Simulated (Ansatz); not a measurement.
Calculated with Ansatz (gas phase, PBE0-D4/def2-TZVP geometries, no zero-point term in ΔE). CCSD(T)/CBS is the MP2 limit (def2-TZVPP, def2-QZVPP) plus CCSD(T) − MP2 in def2-TZVPP, frozen cores. This one scheme is used for every species, atoms too. DFT in def2-TZVPP. No spin–orbit coupling; open shells (•) take unrestricted orbitals. Spin–orbit coupling would lower the free atoms: a little for F, O, S, Si. One conformer a species, not always the lowest.

`O[SiH2][SiH](F)S` → F• + 5 H• + O• + S• + 2 Si•  (atomization)

```
           species  PBE0-D4 energy (Eh)
`O[SiH2][SiH](F)S`          -1154.94893
                F•            -99.67617
                H•             -0.50104
                O•            -75.01860
                S•           -397.97374
               Si•           -289.24948
```

(1) Work out ΔE.

Largest T1 diagnostic among the species: 0.012.

## Answers

(1) ΔE = 5 × (-0.50104) + 2 × (-289.24948) + (-99.67617) + (-75.01860) + (-397.97374) − (-1154.94893) = 1.27626 Eh = +3350.8 kJ/mol. CCSD(T)/CBS gives +3411.6 kJ/mol.

From PBE to PBE0 (25 % exact exchange), in def2-TZVPP and without D4, ΔE moves by −52.4 kJ/mol: exact exchange takes away binding that semilocal exchange gives to molecules. The D4 term adds +40.8 kJ/mol with B3LYP and +21.5 kJ/mol with PBE0; it sums over pairs of atoms, weighted by their polarisabilities, and B3LYP, whose exchange is more repulsive, gets the larger term.

B3LYP here is the variant with VWN-RPA as its local correlation; programs differ in this.

For atomizations the MP2-based limit and the directly extrapolated one differ by several kJ/mol either way, and by 10 to 25 for some Ge, Se and Sn compounds, so smaller differences from it don't rank the levels.
